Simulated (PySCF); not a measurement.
## Tl⁺ (thallium, charge +1) across methods

[Xe] 4f14 5d9 6s2 7s1, high-spin 3D determinant (an excited configuration). All numbers are calculated (PySCF 2.14, a scalar-relativistic core potential, in aug-cc-pwCVTZ-PP with ECP60MDF).

```tsv
method	E (hartree)	mean ε 6s α (eV)	mean ε 6s β (eV)	mean ε 7s α (eV)	Σ⟨r²⟩ (bohr²)	⟨S²⟩
LDA	-171.2547	-22.107	-21.688	-6.160	74.03	2.000
r2SCAN	-171.5777	-21.780	-21.464	-6.173	74.16	2.002
UHF	-170.56753	-24.811	-24.006	-7.180	79.26	2.002
CAM-B3LYP	-171.4691	-24.117	-23.684	-6.984	75.38	2.001
HSE06	-171.5046	-22.289	-21.795	-6.228	74.79	2.001
PBE0	-171.5066	-22.684	-22.158	-6.544	74.76	2.001
revPBE	-171.6043	-21.534	-21.098	-6.200	74.00	2.001
BHandHLYP	-171.3882	-23.616	-23.113	-6.655	75.85	2.001
PBE	-171.5477	-21.673	-21.215	-6.192	74.06	2.001
```

Energies and moments cover only the electrons outside the core potential. Spin-orbit coupling, absent here, splits the open shell strongly. The outer electron is Rydberg-like, and this basis confines it to a smaller radius and binds it less than a complete one would.
